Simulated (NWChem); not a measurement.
Species: GaCl2 cation; SMILES [Cl][Ga+][Cl]

Program: NWChem. Pople sets run with spherical d functions. Medium grid unless said otherwise, to which SCAN and Minnesota functionals are sensitive. Coordinates come from a PBE0/def2-SVP optimisation. B3LYP is NWChem's, with the RPA form of VWN correlation. Total energies of different functionals are on different scales.

| level | energy (Ha) | highest occupied level (eV) | orbital gap (eV) |
|---|---|---|---|
| B3LYP/6-31G* | -2844.7816 | -15.56 | ___ |
| PBE/6-31G* | -2844.0430 | -14.47 | 4.21 |
| RPBE/6-31G* | -2844.5387 | -14.41 | 4.28 |
| B97-D/6-31G* | -2845.7037 | -14.44 | 4.19 |
| BP86/6-31G* | -2845.0531 | -14.57 | 4.17 |
| M06-L/6-31G* | -2844.6496 | -14.81 | 4.68 |
| LC-BLYP (range parameter 0.33 per bohr)/6-31G* | -2843.9661 | -18.15 | 10.76 |
| LDA (Slater exchange, PW92)/6-31G* | -2838.6985 | -14.62 | 4.07 |
| LC-wPBE (HJS exchange hole, range parameter 0.4 per bohr)/6-31G* | -2844.1559 | -18.72 | 11.76 |
| B97-2/6-31G* | -2845.2757 | -15.61 | 6.22 |
| PBE0/6-31G* | -2844.1552 | -15.88 | 6.57 |

Task: Some entries are withheld; supply them.

Result: 
- B3LYP/6-31G*, orbital gap (eV): 5.95
